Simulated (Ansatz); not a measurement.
```yaml
crystal:
  periodic: [false, false, false]
  atoms:
    - {symbol: Ge, position_ang: [0.172178, 1.723797, -0.150056]}
    - {symbol: S, position_ang: [1.007309, 0.016492, 1.023643]}
    - {symbol: Si, position_ang: [-0.143620, -1.518721, 0.122983]}
    - {symbol: I, position_ang: [0.524928, -3.632037, 1.126378]}
    - {symbol: H, position_ang: [0.907928, 2.960377, 0.374366]}
    - {symbol: H, position_ang: [0.447955, 1.504060, -1.644729]}
    - {symbol: H, position_ang: [-1.339710, 1.829605, 0.098316]}
    - {symbol: H, position_ang: [-1.593727, -1.330241, 0.368694]}
    - {symbol: H, position_ang: [0.105259, -1.599633, -1.336694]}
basis:
  gaussian: {orbitals: ANO-RCC-VTZP}
hamiltonian: {xc: {name: B97}}
output: {forces: true}
```

```sh
$ ansatz run in.yaml --threads 4 --pin off --events-out ev --progress --plain --max-ram 10444MiB
```

It prints (some lines left out):

```
Functional definition: B97
1670 factors; integrals over basis functions are off by at most 1.1e-3 eV
mean field evaluation 1: about -269572.0164 eV, gradient 2.1e1 eV
mean field evaluation 2: about -269572.0321 eV, gradient 2.5e1 eV
mean field evaluation 4: about -269573.0036 eV, gradient 1.3e0 eV
mean field evaluation 8: about -269573.0422 eV, gradient 7.7e-2 eV
mean field evaluation 16: about -269573.0422 eV, gradient 6.8e-5 eV
mean field -269573.04222609 eV, -9906.6265786380 hartree, gradient 6.8e-5 eV, S^2 0.000000; 0 other end points of the search recorded, 0 dependent functions left out
reference -269573.04227561 eV, -9906.6265804579 hartree; 60, 60 occupied and 189, 189 virtual orbitals, 1670 factors
Total energy: -269573.04227561 eV, -9906.6265804579 hartree
Relativity: scalar
Atom 0 at     0.172178     1.723797    -0.150056 Å, force    -0.109275     0.325801    -0.172176 eV/Å
Atom 1 at     1.007309     0.016492     1.023643 Å, force     0.225721     0.030510     0.225516 eV/Å
Atom 2 at    -0.143620    -1.518721     0.122983 Å, force    -0.199055    -0.075231    -0.184670 eV/Å
Atom 3 at     0.524928    -3.632037     1.126378 Å, force     0.051469    -0.213288     0.085883 eV/Å
Atom 4 at     0.907928     2.960377     0.374366 Å, force    -0.053637    -0.082736    -0.038955 eV/Å
Atom 5 at     0.447955     1.504060    -1.644729 Å, force    -0.017551     0.022558     0.097923 eV/Å
Atom 6 at    -1.339710     1.829605     0.098316 Å, force     0.100059     0.000585    -0.017507 eV/Å
Atom 7 at    -1.593727    -1.330241     0.368694 Å, force     0.015717    -0.006006    -0.012859 eV/Å
Atom 8 at     0.105259    -1.599633    -1.336694 Å, force    -0.013448    -0.002193     0.016845 eV/Å
Dipole moment:    -0.169512     0.369462    -0.237299 e Å
```

Run time 16 s (4 threads of an AMD EPYC 9R45 on a shared host); peak host memory 1.2 GiB.
